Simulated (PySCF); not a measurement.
# How methods differ on the excitation energy of W

W [Xe] 4f14 5d4 6s2 (5D) → W [Xe] 4f14 5d5 6s1 (7S), as a difference of total energies. All numbers are calculated (PySCF 2.14, scalar relativity through the core potential, in def2-TZVPPD with the def2 core potential (60 electrons)). Correlated levels: valence and next inner shell: nothing frozen outside the core potential. The calculations carry no spin-orbit coupling.

```tsv
method	excitation energy (eV)	error (eV)
UHF	-1.135	-0.948
MP2 (valence and next inner shell)	-0.558	-0.371
SCS-MP2 (valence and next inner shell)	0.034	+0.221
CCSD (valence and next inner shell)	-0.450	-0.263
CCSD(T) (valence and next inner shell)	-0.332	-0.145
```

Reference: -0.187 eV (measured; NIST levels, between the centres of gravity of the two terms).

Errors of the correlated levels include the incompleteness of this basis.
